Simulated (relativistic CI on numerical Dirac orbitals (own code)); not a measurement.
Calculated at this level of theory: Dirac-Coulomb-Breit CI, orbitals from a KLI potential per configuration, model QED, unscaled Slater integrals (own radial code, finite nucleus).

The strongest absorption lines from the ground level of an ion, among the configurations computed and to levels below about 3040 eV (vacuum wavelength in Å, gf): 4.1024 (0.39), 4.1041 (0.42), 13.559 (1.5), 13.611 (0.37), 14.399 (0.37), 25.683 (0.4), 26.075 (1.1), 26.515 (0.61).

Problem. Which ion is it?
A. Pb⁶³⁺
B. Ir⁵⁸⁺
C. Pb⁶¹⁺
D. Hf⁵³⁺

Solution. A. Pb⁶³⁺ has 19 electrons and the ground level 3s²3p⁶3d ²D3/2; the strongest line goes to 3s²3p⁵3d² ²D°3/2. The pattern of lines fixes the number of electrons, and along that sequence the line energies rise steadily with the charge (about as its square where n changes within one kind of shell, about linearly where n is kept but much faster in heavy ions where fine structure, which grows about as Z⁴, sets the gap, and irregularly where shells cross), which fixes Z. Configurations outside the model, such as inner-shell arrays, can give stronger lines. At this charge energies of transitions that change n are usually good to better than 1 %, and those within a shell (Δn = 0) to a few per cent.

LS names give the leading component of a level, which can be under half, so a name can repeat, a term be missing and a line seem to break the LS rules.
